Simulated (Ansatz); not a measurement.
Calculated with Ansatz (gas phase, PBE0-D4/def2-TZVP geometries, no zero-point term in ΔE). CBS: MP2 limit from def2 TZ/QZ plus the TZ coupled-cluster correction, frozen cores. Functionals use def2-TZVPP. HSE06 is defined as in plane-wave codes. For Ge outer-core shells are correlated without core-valence functions, which leaves a few kJ/mol of doubt a bond. Scalar relativity is left out up to krypton. One conformer a species, not always the lowest.

Reaction (germylene formation by 1,1-elimination): `[Cl][Ge]([Cl])([Cl])[c]1ccccc1` → `[Cl][Ge][Cl]` + `Clc1ccccc1`

```tsv
level	ΔE (kcal/mol)
LDA (SPW92)	40.8
HSE06	38.3
HF/def2-SVP	43.4
CCSD/def2-TZVPP	46.1
```

(1) What does CCSD(T)/CBS give? (Best estimate.)

Largest T1 diagnostic among the species: 0.013.

Answers

(1) Computed: +42.4 kcal/mol. The listed levels differ from it by -1.6, -4.1, 1.0, 3.7 kcal/mol.

Leaving LDA and LC-ωPBE aside and taking each functional with its dispersion term where it has one, the values, not all of them listed here, spread over 16.6 kcal/mol, from BLYP-D4 to PBE-QIDH. LDA lies +9.0 kcal/mol from PBE without D4. At CCSD(T), def2-SVP lies +2.4 kcal/mol from the extrapolated value and def2-TZVPP +4.3 kcal/mol. From r2SCAN to r2SCAN0 (25 % exact exchange), in def2-TZVPP and without D4, ΔE moves by +2.8 kcal/mol.

CCSD(T)/CBS has its own doubt, a few kJ/mol and more with outer-core shells, so smaller differences from it don't rank the levels.
